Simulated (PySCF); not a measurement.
Computed with B3LYP-D3(BJ)/def2-TZVP // r2SCAN-D4/def2-SVP in PySCF. Gas-phase values, no solvent. B3LYP has the VWN-RPA correlation part, as in Gaussian. 

Reference species: [Zr(Cl)3(H)] (neutral, multiplicity 1).

- HOMO = -9.00 eV
- charge on the central atom (Mulliken) = 1.14 e

Changed species: [Zr(Cl)(H)3] (3 of 4 Cl replaced by H; the reference has 1 of 4 Cl replaced by H).

Give the shifts of the HOMO and charge on the central atom (Mulliken).

the HOMO increases by 0.52 eV, to -8.48 eV; the charge on the central atom (Mulliken) falls by 0.26 e, to 0.88 e.
